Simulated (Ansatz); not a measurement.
C₂H₇ClInN, SMILES `C[CH2][In]([NH2])[Cl]`, relaxed with RKS PBE0-D4/def2-TZVP in the Gaussian-basis code of Ansatz from a PBE-D4/def2-SVP geometry. The force threshold is 0.005 eV/Å; the program also tests the step.

Total charge 0; spin multiplicity 1. In takes the def2 core potential.

Start:

```xyz
12

C    -0.383   -0.936   -1.672
C    -0.815   -0.935   -0.203
In   -0.075    0.766    0.944
N     1.722    1.194    1.834
Cl   -1.668    2.419    1.635
H    -0.796   -1.819   -2.207
H     0.720   -0.976   -1.789
H    -0.740   -0.036   -2.213
H    -0.459   -1.840    0.331
H    -1.917   -0.897   -0.096
H     1.841    2.181    2.090
H     2.570    0.879    1.347
```

By how much does the energy fall, and how many steps does the optimiser take? (Best estimate.)

Computed: 2.31 kcal/mol, in 56 steps, 7 of them rejected.

Which bonds change most? (Estimate.)

The calculation gave: In3–N4 from 2.050 to 2.005 Å; C2–In3 from 2.181 to 2.143 Å; In3–Cl5 from 2.397 to 2.359 Å; N4–H12 from 1.027 to 1.008 Å.

Give the relaxed structure. (An estimate is asked.)

Ansatz gave: 
```xyz
12

C    -0.982   -0.824   -1.618
C    -0.238   -1.066   -0.314
In    0.379    0.744    0.652
N     1.313    1.218    2.362
Cl   -0.347    2.742   -0.370
H    -1.295   -1.771   -2.069
H    -0.363   -0.300   -2.350
H    -1.877   -0.216   -1.470
H     0.659   -1.671   -0.468
H    -0.857   -1.606    0.407
H     1.634    2.169    2.461
H     1.975    0.580    2.777
```
